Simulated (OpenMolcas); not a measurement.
Multiconfigurational calculation on Pm3+

Pm3+ among 8 point charges of -1.5 e arranged as a cube (Oh), 3.12 Å from the ion. With inversion symmetry the input lists one of each pair of outer charges.

Input:

```
&GATEWAY
Coord
1

Pm 0.0 0.0 0.0
Basis=ANO-RCC-VDZP
Group=XYZ
NoMove
AngMom=0.0 0.0 0.0
AMFI
XField
4 Angstrom 0
1.801333 1.801333 1.801333 -1.500000
1.801333 1.801333 -1.801333 -1.500000
1.801333 -1.801333 1.801333 -1.500000
1.801333 -1.801333 -1.801333 -1.500000
&SEWARD
&RASSCF
FileOrb=start.orb
Symmetry=1
Spin=5
nActEl=4 0 0
Inactive=15 12
Ras2=0 7
CIRoot=35 35 1
SDav=35
CIMx=300
Iter=120 100
PrWF=0.3
OrbListing=Nothing
MaxOrb=0
>>> COPY $Project.JobIph JOB001
&RASSCF
FileOrb=start.orb
Symmetry=1
Spin=3
nActEl=4 0 0
Inactive=15 12
Ras2=0 7
CIRoot=162 162 1
SDav=210
CIMx=300
Iter=120 100
PrWF=0.3
OrbListing=Nothing
MaxOrb=0
CIOnly
>>> COPY $Project.JobIph JOB002
&RASSCF
FileOrb=start.orb
Symmetry=1
Spin=1
nActEl=4 0 0
Inactive=15 12
Ras2=0 7
CIRoot=162 162 1
SDav=196
CIMx=300
Iter=120 100
PrWF=0.3
OrbListing=Nothing
MaxOrb=0
CIOnly
>>> COPY $Project.JobIph JOB003
&RASSI
NrOfJobIphs=3 33 106 31
1 2 3 4 5 6 7 8 9 10 11 12 13 14 15 16 17 18 19 20 21 22 23 24 25 26 27
28 29 30 31 32 33
1 2 3 4 5 6 7 8 9 10 11 12 13 14 15 16 17 18 19 20 21 22 23 24 25 26 27
28 29 30 31 32 33 34 35 36 37 38 39 40 41 42 43 44 45 46 47 48 49 50 51
52 53 54 55 56 57 58 59 60 61 62 63 64 65 66 67 68 69 70 71 72 73 74 75
76 77 78 79 80 81 82 83 84 85 86 87 88 89 90 91 92 93 94 95 96 97 98 99
100 101 102 103 104 105 106
1 2 3 4 5 6 7 8 9 10 11 12 13 14 15 16 17 18 19 20 21 22 23 24 25 26 27
28 29 30 31
IphNames
JOB001
JOB002
JOB003
EJob
SpinOrbit
DIPRint=1.0
SOCoupling=1000.0
Subsets=2
Property=9
'ANGMOM' 1 'ANGMOM' 2 'ANGMOM' 3 'MLTPL  1' 1 'MLTPL  1' 2 'MLTPL  1' 3
'AMFI' 1 'AMFI' 2 'AMFI' 3
SOProperty=3
'ANGMOM' 1 'ANGMOM' 2 'ANGMOM' 3
```

Launched by
```bash
OMP_NUM_THREADS=1 MOLCAS_MEM=2252 MOLCAS_PROJECT=a pymolcas a.inp > a.log  # once for each step of the input, in one work folder
```

A driver script runs the steps one by one and writes start.orb anew before each from the orbitals found so far, so a CI-only block uses the converged orbitals of the first block.

Output, cut to the results:

```
--- SEWARD ---
Basis set label: PM.ANO-RCC...7S6P4D2F1G.

      Electronic valence basis set:
      ------------------
      Associated Effective Charge  61.000000 au
      Associated Actual Charge     61.000000 au
      Nuclear Model: Point charge

      Shell  nPrim  nBasis  Cartesian Spherical Contaminant
         s      25       7        X
         p      22       6        X
         d      15       4                 X
         f      11       2                 X
         g       4       1                 X
                  Relativistic Douglas-Kroll-Hess integrals:
                    - DKH order of Hamiltonian: 2
                    - DKH order of Properties : 0
                  Atomic mean-field integrals
--- RASSCF ---
Wave function specifications:
      -----------------------------

      Number of closed shell electrons          54
      Number of electrons in active shells       4
      Max number of holes in RAS1 space          0
      Max nr of electrons in RAS3 space          0
      Number of inactive orbitals               27
      Number of active orbitals                  7
      Number of secondary orbitals              34
      Spin quantum number                      2.0
      State symmetry                             1
Orbital specifications:
      -----------------------

      Symmetry species                           1   2
                                                ag  au
      Frozen orbitals                            0   0
      Inactive orbitals                         15  12
      Active orbitals                            0   7
      RAS1 orbitals                              0   0
      RAS2 orbitals                              0   7
      RAS3 orbitals                              0   0
      Secondary orbitals                        21  13
      Deleted orbitals                           0   0
      Number of basis functions                 36  32
      Number of CSFs                            35
      Number of root(s) required                35
      Iter CI   SX   CI       RASSCF       Energy    max ROT     max BLB   max BLB  Level Ln srch  Step   QN
          iter iter root      energy       change     param      element    value   shift minimum  type update
 Nr of preliminary CI iterations:   1
      Total energies have been shifted. Add               -10000.00 au
        1   1    7    0   -16.78976033    0.00E+00   1.07E-01*  10  23 2 -2.83E-01*  0.00   0.00    SX    NO
        2   1    7    0   -16.89993388   -1.10E-01* -6.73E-02   14  22 1 -1.33E-01*  0.41   0.00    SX    NO
        3   1    7    0   -16.92756818   -2.76E-02* -3.03E-02   11  19 1  6.11E-02*  0.21   0.00    SX    NO
        4   1    7    0   -16.93232926   -4.76E-03* -1.79E-02   14  22 1 -3.28E-02*  0.31   0.00    SX    NO
        5   1    7    0   -16.93396782   -1.64E-03*  5.95E-03   11  19 1  1.80E-02*  0.25   0.66    QN   YES
        6   1    5    0   -16.93460353   -6.36E-04*  3.33E-04   11  19 1  4.78E-04*  0.27   1.02    QN   YES
        7   1    5    0   -16.93460385   -3.25E-07*  1.72E-04   16  22 2  6.19E-05   0.27   0.87    QN   YES
        8   1    5    0   -16.93460389   -3.35E-08*  3.05E-05    9  25 2 -3.68E-05   0.27   0.83    QN   YES
        9   1    4    0   -16.93460389   -3.19E-09   2.48E-06   12  16 2 -4.57E-06   0.27   1.05    QN   YES
      Convergence after  9 iterations
       10   1    4    0   -16.93460389   -7.64E-11   2.48E-06   12  16 2 -1.67E-06   0.27   1.05    QN   YES
      Natural orbitals and occupation numbers for root  1
      sym 2:   0.768453   0.270644   0.642347   0.835803   0.262452   0.718738   0.501564
      Natural orbitals and occupation numbers for root  2
      sym 2:   0.449837   0.270644   0.625600   0.363937   0.920995   0.567761   0.801227
      Natural orbitals and occupation numbers for root  3
      sym 2:   0.936692   0.147852   0.866272   0.384303   0.442936   0.564606   0.657339
::    RASSCF root number  1 Total energy: -10017.00397807
::    RASSCF root number  2 Total energy: -10017.00397807
::    RASSCF root number  3 Total energy: -10017.00395529
::    RASSCF root number  4 Total energy: -10017.00395529
::    RASSCF root number  5 Total energy: -10017.00395529
::    RASSCF root number  6 Total energy: -10017.00377523
::    RASSCF root number  7 Total energy: -10017.00369841
::    RASSCF root number  8 Total energy: -10017.00369841
::    RASSCF root number  9 Total energy: -10017.00369841
...
--- RASSI ---
SPIN-FREE ENERGIES:
  (Shifted by EMIN (a.u.) =     -10017.0039780747)

 SF State       Relative EMIN(au)   Rel lowest level(eV)    D:o, cm**(-1)      L_eff

     1             0.0000000000        0.0000000000              0.0000         6.0
     2             0.0000000000        0.0000000000              0.0000         6.0
     3             0.0000227872        0.0006200723              5.0012         6.0
     4             0.0000227872        0.0006200723              5.0012         6.0
     5             0.0000227872        0.0006200723              5.0012         6.0
     6             0.0002028471        0.0055197501             44.5198         6.0
     7             0.0002796624        0.0076100004             61.3788         6.0
     8             0.0002796624        0.0076100004             61.3788         6.0
     9             0.0002796624        0.0076100004             61.3788         6.0
    10             0.0003335561        0.0090765236             73.2071         6.0
    11             0.0003335561        0.0090765236             73.2071         6.0
    12             0.0003335561        0.0090765236             73.2071         6.0
    13             0.0003813119        0.0103760255             83.6883         6.0
    14             0.0692354426        1.8839923703          15195.4232         3.0
    15             0.0692354426        1.8839923703          15195.4232         3.0
    16             0.0692354426        1.8839923703          15195.4232         3.0
    17             0.0693693890        1.8876372374          15224.8211         0.0
    18             0.0694010267        1.8884981426          15231.7647         3.0
    19             0.0694010267        1.8884981426          15231.7647         3.0
    20             0.0694010267        1.8884981426          15231.7647         3.0
    21             0.0697101640        1.8969101988          15299.6126         3.0
...
```

Spin-orbit levels above the lowest (labels of O, the rotations of Oh):

```tsv
E (cm-1)	Degeneracy	Label	2S+1	J	|mJ| (%)
0.0	1	A1	5	4.00	0 (58)
24.2	3	T1	5	4.00	1 (58)
41.8	2	E	5	4.00	2 (50)
64.0	3	T2	5	4.00	3 (58)
1606	3	T1	5	5.00	5 (35)
1607	3	T2	5	5.00	2 (33)
1627	2	E	5	5.00	2 (50)
1629	3	T1	5	5.00	3 (56)
3359	2	E	5	6.00	0 (44)
3359	3	T2	5	6.00	1 (52)
3359	1	A2	5	6.00	2 (69)
3378	3	T2	5	6.00	5 (43)
3380	3	T1	5	6.00	4 (33)
3384	1	A1	5	6.00	4 (87)
5227	3	T1	5	7.00	7 (34)
5230	3	T2	5	7.00	7 (32)
5246	1	A2	5	7.00	2 (54)
5254	3	T2	5	7.00	3 (51)
5258	2	E	5	7.00	4 (50)
5264	3	T1	5	7.00	5 (54)
```

High states are left out of the spin-orbit mixing, which shifts the levels that they would mix with. This is an electrostatic model: the charges have no orbitals. The first state left out of the spin-orbit step lies near 39000 cm-1 above the lowest spin-free state of the reference (among the parities and spins computed), and the lists stop at four fifths of that energy or lower. No measured value stands beside these numbers.

The RASSCF and RASSI steps took 57 s on 1 thread of Intel(R) Xeon(R) 6975P-C (Granite Rapids), with other jobs on the host; the integral step is not counted.
